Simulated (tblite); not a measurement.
Compound: C6H11ClO2S.
Cartesian coordinates in Å at the GFN2-xTB level; atoms count from 1:
```xyz
21
C6H11ClO2S angstrom
C      2.4412    1.0530   -1.0092
C      1.7838    0.6746    0.0697
C      1.0069   -0.6043    0.1529
C     -0.4961   -0.3945    0.3267
C     -0.8956    0.3309    1.5893
C     -1.2626   -1.6748    0.0791
S     -0.9223    0.7402   -1.0633
O     -0.5563    0.1652   -2.3179
O     -0.5634    2.0957   -0.7987
Cl    -2.9676    0.7294   -1.0187
H      2.9964    1.9738   -1.0415
H      2.4368    0.4626   -1.9104
H      1.7968    1.2844    0.9620
H      1.3690   -1.1991    0.9982
H      1.1673   -1.1726   -0.7654
H     -0.4898    1.3394    1.5823
H     -0.5248   -0.1960    2.4671
H     -1.9795    0.3998    1.6571
H     -2.3260   -1.5366    0.2586
H     -0.8978   -2.4641    0.7349
H     -1.1252   -1.9901   -0.9535
```

Calculated harmonic vibrations of the isolated species, GFN2-xTB (tblite), most abundant isotopes, no scaling. Errors from tens to a few hundred cm⁻¹ against measured bands are possible. One conformer, not necessarily the lowest.

Harmonic wavenumbers (cm⁻¹): 39.6, 65.5, 87.8, 136.1, 168.5, 179.4, 198.7, 213.7, 262.0, 271.3, 290.5, 322.3, 332.8, 367.9, 425.3, 447.3, 463.3, 511.1, 612.9, 644.8, 845.7, 897.4, 918.8, 948.7, 971.2, 1006.7, 1009.7, 1019.7, 1078.0, 1122.3, 1155.4, 1204.6, 1227.4, 1258.1, 1278.9, 1280.1, 1329.2, 1400.1, 1408.9, 1415.7, 1451.1, 1468.9, 1475.8, 1478.7, 1492.2, 1718.3, 2937.1, 2990.5, 3020.8, 3024.4, 3036.6, 3038.9, 3048.4, 3053.4, 3074.6, 3108.6, 3141.5.

A = 1531, B = 880.5, C = 742.6 MHz; mass 182.017 u (most abundant isotopes); point group C1, symmetry number 1.

**Question.** Zero-point energy?

**Answer.** ½Σν̃ = 35689 cm⁻¹ = 426.94 kJ/mol.

**Question.** Entropy at 298.15 K, 1 bar (ideal gas, RRHO, classical rotation)?

**Answer.** Translation 173.76, rotation 126.16, vibration 161.96: S = 461.9 J/(mol K).

**Question.** And Cp and H(298.15 K) − H(0)?

**Answer.** Cp = 194.42 J/(mol K), of which vibrations give 161.16 (their classical limit is 57 R = 473.9); H(298.15 K) − H(0) = 35.49 kJ/mol without the zero-point energy, 25.58 from vibrations.

**Question.** How do the functions run with temperature in this model?

**Answer.** 
```json
{"T (K)": "150", "S (J/(mol K))": "354.0", "Cp (J/(mol K))": "125.7", "H − H(0) (kJ/mol)": "11.64", "G − H(0) (kJ/mol)": "-41.45", "ln q(vib)": "3.91"}
{"T (K)": "250", "S (J/(mol K))": "429.6", "Cp (J/(mol K))": "173.0", "H − H(0) (kJ/mol)": "26.65", "G − H(0) (kJ/mol)": "-80.75", "ln q(vib)": "7.48"}
{"T (K)": "400", "S (J/(mol K))": "525.1", "Cp (J/(mol K))": "237.6", "H − H(0) (kJ/mol)": "57.53", "G − H(0) (kJ/mol)": "-152.53", "ln q(vib)": "12.62"}
{"T (K)": "600", "S (J/(mol K))": "635.1", "Cp (J/(mol K))": "305.2", "H − H(0) (kJ/mol)": "112.22", "G − H(0) (kJ/mol)": "-268.84", "ln q(vib)": "19.02"}
{"T (K)": "900", "S (J/(mol K))": "772.3", "Cp (J/(mol K))": "370.5", "H − H(0) (kJ/mol)": "214.39", "G − H(0) (kJ/mol)": "-480.67", "ln q(vib)": "27.74"}
```

q(vib) and H(0) count from the zero-point level.

**Question.** Which modes carry the vibrational entropy at 298.15 K?

**Answer.** 39.6 cm⁻¹: 22.09; 65.5 cm⁻¹: 17.93; 87.8 cm⁻¹: 15.52; 136.1 cm⁻¹: 11.96; 168.5 cm⁻¹: 10.26; 179.4 cm⁻¹: 9.77 J/(mol K); the other 51 give 74.44 together.

**Question.** What must be added to the electronic energy to get the Gibbs energy at 298.15 K and 1 bar?

**Answer.** ZPE + [H(298.15 K) − H(0)] − T·S = 426.94 + 35.49 − 137.71 = 324.72 kJ/mol.

Hindered rotation and anharmonicity are outside this model. Other conformers, if any are populated, would add a mixing term that is left out. The structure is chiral; the term R ln 2 for an equal mix with its mirror image is left out.
